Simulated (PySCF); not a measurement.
How methods differ on the excitation energy of C

C [He] 2s2 2p2 (3P) → C [He] 2s1 2p3 (5S), as a difference of total energies. Calculation: PySCF 2.14, in aug-cc-pVDZ-DK (4s3p2d, 23 functions); scalar relativity by spin-free X2C-1e. Correlated levels: valence: 1s2 frozen. The calculations carry no spin-orbit coupling.

| method | excitation energy (eV) |
| --- | --- |
| UHF | 2.648 |
| LDA | 4.112 |
| PBE | 4.167 |
| PBE0 | 4.069 |
| r2SCAN | 3.661 |
| B3LYP | 4.727 |
| wB97X-V | 4.570 |
| M06 | 4.147 |
| r2SCAN0 | 3.741 |
| MP2 (valence) | 3.551 |
| SCS-MP2 (valence) | 3.984 |

Q: How much does correlation contribute at MP2 (valence)?

A: 3.551 − (2.648) = 0.903 eV, measured against UHF.

Errors of the correlated levels include the incompleteness of this basis and the frozen core.

For comparison: 4.179 eV (measured; NIST levels, between the centres of gravity of the two terms).
